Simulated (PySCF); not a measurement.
C5H4F2, SMILES C=C=C(F)/C=C\F.

Coordinates come from a PBE0-D3(BJ)/def2-SVP optimisation. The structure was generated by enumeration; whether it is a known compound was not checked. One conformer was computed; it need not be the lowest.

Two levels are set side by side: TDDFT-PBE/def2-SVPD (PySCF) and TDDFT-B3LYP/def2-SVPD (PySCF). Vertical, same geometry. The lowest singlet is HOMO→LUMO+1 100 % with PBE and HOMO→LUMO+1 98 % with the other functional; states are paired by order. Differences are taken from unrounded values.

```json
[
 {"quantity": "lowest singlet excitation (eV)", "TDDFT-PBE": "4.07"},
 {"quantity": "lowest triplet excitation (TDA) (eV)", "TDDFT-PBE": "3.04"},
 {"quantity": "first bright state (f over 0.05) (eV)", "TDDFT-PBE": "4.98"},
 {"quantity": "its oscillator strength", "TDDFT-PBE": "0.31"}
]
```

**Question.** These are the TDDFT-PBE values. What does TDDFT-B3LYP give? (The exact figures need the calculation; the answer reports its results.)

**Answer.** 
```
quantity                               TDDFT-B3LYP  TDDFT-PBE minus TDDFT-B3LYP
-------------------------------------  -----------  ---------------------------
lowest singlet excitation (eV)                4.35                        -0.29
lowest triplet excitation (TDA) (eV)          3.09                        -0.05
first bright state (f over 0.05) (eV)         5.27                        -0.29
its oscillator strength                       0.38                        -0.08
```

Functionals without exact exchange tend to place singlet excitations lower, as here. Differences between two approximate levels are no errors against the true value.

Rough cost on one machine, each run with all the roots and properties that it gave: TDDFT-B3LYP against TDDFT-PBE about 4 times.
